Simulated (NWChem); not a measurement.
System: C$_{3}$H$_{7}$NSi; SMILES C#C[Si@@H](C)N

Input file for NWChem:

```
start job
memory heap 200 mb stack 900 mb global 1100 mb
geometry units angstroms noautoz
  C      0.127015    -2.604207    -0.200516
  C      0.046383    -1.398738     0.025202
  Si    -0.047006     0.410639     0.383699
  C      1.439489     1.310805    -0.334407
  N     -1.497633     0.997721    -0.397552
  H      0.199135    -3.664760    -0.403351
  H     -0.009499     0.541199     1.891361
  H      2.379106     0.924105     0.108638
  H      1.481002     1.172448    -1.432880
  H      1.384940     2.398052    -0.118973
  H     -1.689435     2.001906    -0.329356
  H     -2.361721     0.475613    -0.224423
end
basis spherical
  * library 6-31g*
end
dft
  xc m06-l
  grid xfine
  iterations 150
  mulliken
end
task dft gradient
```

Output (shortened):

```
             Northwest Computational Chemistry Package (NWChem) 7.3.0
             --------------------------------------------------------

 C1  symmetry detected

                             Geometry "geometry" -> ""
                             -------------------------

 Output coordinates in angstroms (scale by  1.889725989 to convert to a.u.)

  No.       Tag          Charge          X              Y              Z
 ---- ---------------- ---------- -------------- -------------- --------------
    1 C                    6.0000     0.08288628    -2.61441651    -0.19284670
    2 C                    6.0000     0.02501629    -1.40887466     0.03937212
    3 Si                  14.0000    -0.03399350     0.40005394     0.40731487
    4 C                    6.0000     1.45929899     1.27869531    -0.32323926
    5 N                    7.0000    -1.48318475     1.01509643    -0.35485608
    6 H                    1.0000     0.13493296    -3.67503276    -0.40141397
    7 H                    1.0000     0.02250644     0.52266512     1.91505213
    8 H                    1.0000     2.39717576     0.87419048     0.10742171
    9 H                    1.0000     1.48623440     1.14498477    -1.42274138
   10 H                    1.0000     1.42540816     2.36564657    -0.10214696
   11 H                    1.0000    -1.65733621     2.02200731    -0.27983638
   12 H                    1.0000    -2.35392857     0.50668350    -0.17446767

 Effective nuclear repulsion energy (a.u.)     203.4246811483

                                 NWChem DFT Module
                                 -----------------

 Summary of "ao basis" -> "ao basis" (spherical)
 ------------------------------------------------------------------------------
       Tag                 Description            Shells   Functions and Types
 ---------------- ------------------------------  ------  ---------------------
 C                           6-31g*                  6       14   3s2p1d
 Si                          6-31g*                  8       18   4s3p1d
 N                           6-31g*                  6       14   3s2p1d
 H                           6-31g*                  2        2   2s

            General Information
            -------------------
          SCF calculation type: DFT
          Wavefunction type:  closed shell.
          No. of atoms     :    12
          No. of electrons :    46
           Alpha electrons :    23
            Beta electrons :    23
          Charge           :     0
          Spin multiplicity:     1
          Use of symmetry is: off; symmetry adaption is: off
          Maximum number of iterations: 150
          AO basis - number of functions:    88
                     number of shells:    46
          Convergence on energy requested:  1.00D-06
          Convergence on density requested:  1.00D-05
          Convergence on gradient requested:  5.00D-04

              XC Information
              --------------
                        M06-L Method XC Functional
                         M06-L Exchange Functional  1.000
                       M06-L Correlation Potential  1.000

             Grid Information
             ----------------
          Grid used for XC integration:  xfine
          Radial quadrature: Mura-Knowles
          Angular quadrature: Lebedev.
          Tag              B.-S. Rad. Rad. Pts. Rad. Cut. Ang. Pts.
          ---              ---------- --------- --------- ---------
          C                   0.70      100          12.0      1454
          Si                  1.10      125          11.0      1454
          N                   0.65      100          12.0      1454
          H                   0.35      100          14.0      1202
          Grid pruning is: on
          Number of quadrature shells:  1225
          Spatial weights used:  Erf1

      Superposition of Atomic Density Guess
      -------------------------------------

 Sum of atomic energies:        -459.57943599

      Non-variational initial energy
      ------------------------------

 Total energy =    -462.000791
 1-e energy   =   -1032.954224
 2-e energy   =     367.528752
 HOMO         =      -0.321003
 LUMO         =       0.018255

     ---------------------------------------------
      Total Density - Mulliken Population Analysis
     ---------------------------------------------

    Atom       Charge   Shell Charges
 -----------   ------   -------------------------------------------------------
    1 C    6     6.16   2.00  0.75  1.80  0.63  0.95  0.03
    2 C    6     6.36   2.00  0.75  1.91  0.76  0.90  0.02
    3 Si  14    13.11   2.00  2.00  5.97  0.91  1.48  0.21  0.35  0.20
    4 C    6     6.98   2.00  0.72  2.09  0.72  1.43  0.02
    5 N    7     8.23   2.00  0.82  2.65  0.84  1.90  0.01
    6 H    1     0.72   0.42  0.30
    7 H    1     1.10   0.47  0.63
    8 H    1     0.74   0.45  0.29
    9 H    1     0.75   0.45  0.30
   10 H    1     0.74   0.45  0.29
   11 H    1     0.56   0.40  0.16
   12 H    1     0.56   0.40  0.16

   convergence    iter        energy       DeltaE   RMS-Dens  Diis-err
 ---------------- ----- ----------------- --------- --------- ---------
 d= 0,ls=0.0,diis     1   -462.6384865708 -6.66D+02  1.15D-02  4.51D-01
 d= 0,ls=0.0,diis     2   -462.6275050811  1.10D-02  7.86D-03  5.46D-01
 d= 0,ls=0.0,diis     3   -462.6673658990 -3.99D-02  3.78D-03  1.97D-01
 d= 0,ls=0.0,diis     4   -462.6860525994 -1.87D-02  1.55D-03  5.94D-02
 d= 0,ls=0.0,diis     5   -462.6937131500 -7.66D-03  3.90D-04  7.50D-04
  Resetting Diis
 d= 0,ls=0.0,diis     6   -462.6937980974 -8.49D-05  1.34D-04  1.37D-04
 d= 0,ls=0.0,diis     7   -462.6938162964 -1.82D-05  5.48D-05  1.00D-05
 d= 0,ls=0.0,diis     8   -462.6938148765  1.42D-06  3.62D-05  1.99D-05
 d= 0,ls=0.0,diis     9   -462.6938172065 -2.33D-06  1.20D-05  3.26D-06
 d= 0,ls=0.0,diis    10   -462.6938176357 -4.29D-07  2.55D-06  8.85D-08

         Total DFT energy =     -462.693817635734
      One electron energy =    -1038.047698442932
           Coulomb energy =      418.610468188062
    Exchange-Corr. energy =      -46.681268529207
 Nuclear repulsion energy =      203.424681148344

 Numeric. integr. density =       46.000000059885

                       DFT Final Molecular Orbital Analysis
                       ------------------------------------

 Vector   21  Occ=2.000000D+00  E=-2.471941D-01
              MO Center=  5.2D-02, -1.9D+00, -7.2D-02, r^2= 1.8D+00
   Bfn.  Coefficient  Atom+Function         Bfn.  Coefficient  Atom+Function
  ----- ------------  ---------------      ----- ------------  ---------------
     3      0.374648   1 C  px               17      0.365877   2 C  px
     7      0.236341   1 C  px               21      0.217787   2 C  px
     5      0.165306   1 C  pz               19      0.164655   2 C  pz
     9      0.102826   1 C  pz               23      0.090956   2 C  pz
    66      0.087445   5 N  s                63      0.061841   5 N  px

 Vector   22  Occ=2.000000D+00  E=-2.430047D-01
              MO Center=  7.4D-02, -1.7D+00, -3.8D-02, r^2= 2.5D+00
   Bfn.  Coefficient  Atom+Function         Bfn.  Coefficient  Atom+Function
  ----- ------------  ---------------      ----- ------------  ---------------
     5      0.365591   1 C  pz               19      0.344583   2 C  pz
     9      0.234093   1 C  pz               23      0.201751   2 C  pz
     3     -0.154073   1 C  px               17     -0.143626   2 C  px
    78     -0.120263   7 H  s                 7     -0.097056   1 C  px
    21     -0.091630   2 C  px               65     -0.090757   5 N  pz

 Vector   23  Occ=2.000000D+00  E=-2.200046D-01
              MO Center= -1.2D+00,  9.1D-01, -1.5D-01, r^2= 2.0D+00
   Bfn.  Coefficient  Atom+Function         Bfn.  Coefficient  Atom+Function
  ----- ------------  ---------------      ----- ------------  ---------------
    65      0.518889   5 N  pz               69      0.450457   5 N  pz
    78     -0.276185   7 H  s                66     -0.155815   5 N  s
    77     -0.136779   7 H  s                62     -0.093770   5 N  s
    52      0.090711   4 C  s                41      0.090161   3 Si pz
    49     -0.076431   4 C  px               39     -0.075477   3 Si px

 Vector   24  Occ=0.000000D+00  E=-8.999759D-03
              MO Center= -3.0D-02, -1.3D+00,  6.5D-02, r^2= 3.9D+00
   Bfn.  Coefficient  Atom+Function         Bfn.  Coefficient  Atom+Function
  ----- ------------  ---------------      ----- ------------  ---------------
     7      0.517393   1 C  px               39     -0.429551   3 Si px
    66     -0.424872   5 N  s                21     -0.404030   2 C  px
     3      0.392222   1 C  px               17     -0.296028   2 C  px
    52      0.267277   4 C  s                35     -0.234933   3 Si px
    86      0.158258  11 H  s                84     -0.135732  10 H  s

[...]

                         DFT ENERGY GRADIENTS

    atom               coordinates                        gradient
                 x          y          z           x          y          z
   1 C       0.156632  -4.940531  -0.364427    0.000516  -0.013794  -0.002756
   2 C       0.047274  -2.662387   0.074403   -0.000426   0.015653   0.003022
   3 Si     -0.064238   0.755992   0.769713    0.001041   0.001910  -0.002508
   4 C       2.757675   2.416384  -0.610834   -0.000622  -0.000824   0.000040
   5 N      -2.802813   1.918254  -0.670581    0.003116  -0.001932  -0.005185
   6 H       0.254986  -6.944805  -0.758562    0.000504  -0.008755  -0.001684
   7 H       0.042531   0.987694   3.618924    0.000447   0.000700   0.008901
   8 H       4.530005   1.651980   0.202998    0.006700  -0.003867   0.004109
   9 H       2.808576   2.163707  -2.688591   -0.000702  -0.001693  -0.008612
  10 H       2.693631   4.470424  -0.193030   -0.001242   0.008204   0.002531
  11 H      -3.131911   3.821040  -0.528814   -0.001091   0.009923   0.000543
  12 H      -4.448280   0.957493  -0.329696   -0.008241  -0.005525   0.001601
```

Level: M06-L/6-31G* (spherical d). Structure relaxed at the PBE-D3(BJ)/def2-SVP level. Not confirmed as a minimum by frequencies.
